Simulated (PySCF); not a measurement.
Delta-SCF ions had no search for a lower state. Excitations are Tamm–Dancoff values on a coarser integration grid. The basis has no diffuse functions, so Rydberg states are missing or too high.

Z-matrix (Å, degrees):
```
C
C 1 1.3293
O 2 1.3541 1 126.90
H 3 0.9626 2 109.19 1 -0.99
H 2 1.0853 1 122.10 3 179.91
H 1 1.0896 2 118.88 5 -179.99
C 1 1.4934 6 117.17 2 -178.12
H 7 1.0946 1 110.58 6 -172.75
H 7 1.0961 8 106.59 1 -120.93
Si 7 1.8844 8 108.32 9 -116.46
H 10 1.4867 7 109.99 8 -57.54
H 10 1.4887 11 108.49 7 120.08
H 10 1.4897 11 108.95 12 117.84
```
Charge 0, multiplicity 1.

What is the computed brightest of the four lowest singlets (TDA), vertical ionisation energy (Delta-SCF), dipole moment, HOMO and LUMO (PBE0-D3(BJ)/def2-TZVP (PySCF))?


```
Quantity                                       Result
-------------------------------------------  --------
brightest of the four lowest singlets (TDA)   6.59 eV
vertical ionisation energy (Delta-SCF)        8.42 eV
dipole moment                                  1.02 D
HOMO                                         -6.36 eV
LUMO                                          0.55 eV
```
